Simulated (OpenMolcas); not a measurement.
Computed levels of 5d² in ions with 70 electrons, in cm-1 above ³F₂.

```json
{
 "Program": "OpenMolcas 26.06",
 "Method": "RASSCF",
 "Basis": "ANO-RCC-VQZP",
 "Scalar Hamiltonian": "DKH2, point nucleus",
 "Spin-orbit coupling": "state interaction with AMFI integrals over the reference wave functions, term energies averaged over their components"
}
```

Active space for each ion: 8 electrons in 8 orbitals (RAS1 5p, at most 2 holes; RAS2 5d).

```csv
Level,Hf2+,Ta3+,Re5+,Os6+,Ir7+
³F₃,3495,4982,8350,10295,12628
³F₄,6898,9592,15377,18573,22269
³P₀,10954,12850,16005,17523,19040
³P₁,12748,15552,20955,23845,27066
³P₂,16498,20963,30072,35086,40832
¹G₄,17731,21878,29897,34262,39228
¹S₀,34585,41534,54166,60789,68040
```

Problem. Estimate ³F₄, ³P₀, ³P₁ for W4+ from its neighbours Ta3+ and Re5+.

Solution. ³F₄ is fine structure, which grows about as the fourth power of a screened charge, so the fourth roots are averaged: ((9592^0.25 + 15377^0.25) / 2)^4 = 12230. The calculation gives 12294, so the estimate is off by -0.5 %; the measured value is 11519 (the list in J. Phys. B 45, 065001 (2012)).
³P₀ is another term, which grows about linearly with the charge: (12850 + 16005) / 2 = 14428. The calculation gives 14466, so the estimate is off by -0.3 %; the measured value is 12839 (the list in J. Phys. B 45, 065001 (2012)).
³P₁ is another term, which grows about linearly with the charge: (15552 + 20955) / 2 = 18254. The calculation gives 18168, so the estimate is off by +0.5 %; the measured value is 16331 (the list in J. Phys. B 45, 065001 (2012)).

Mixed levels, with the weight of the term that names them: Hf2+ ³P₂ (65 %), Ta3+ ³P₂ (62 %), W4+ ³P₂ (60 %), Re5+ ³P₂ (58 %), Os6+ ³P₂ (57 %), Ir7+ ³P₂ (55 %).

Without dynamic correlation excited terms often stand tens of per cent too high (terms of higher spin than the ground term too low), and those without a measured partner can miss by more than the paired ones. Active for correlation alone: 5p; no level in the range computed is led by a configuration that opens it, so any true level of that kind is missing. Measured partners are found by configuration, term and J. A level has none where our copy of the source lacks it or the pairing is in doubt (some pairs that miss far off the trend of their configuration count as doubtful), and it then counts in no deviation. Only configurations of the active space appear.
